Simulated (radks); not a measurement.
Results of a calculation; reference values are marked as such.
Task: Spherical quantum dot in the effective-mass picture: electrons in a hard-walled sphere of radius 10.7, with a point charge +1 (a donor) at the centre, all in effective atomic units (hartree* = m*/eps^2 hartree, bohr* = eps/m* bohr), one dielectric constant everywhere. Level of theory: non-relativistic Kohn-Sham, PBE, spin-polarised, spherical densities (a radial shooting solver with Libxc functionals). Levels are named by radial order and angular momentum (1s, 1p, 1d, 2s, ...), and open shells are averaged over m. Results are scaled to m* = 0.289 and eps = 5.3, for which hartree* = 280 meV and bohr* = 0.9705 nm. At N = 2 the configuration is 1s2. Does electron 3 go into 2s up or 1p up?

Result: Into 2s up. The total energies of the other choices lie higher by 0.524 meV (1p up).
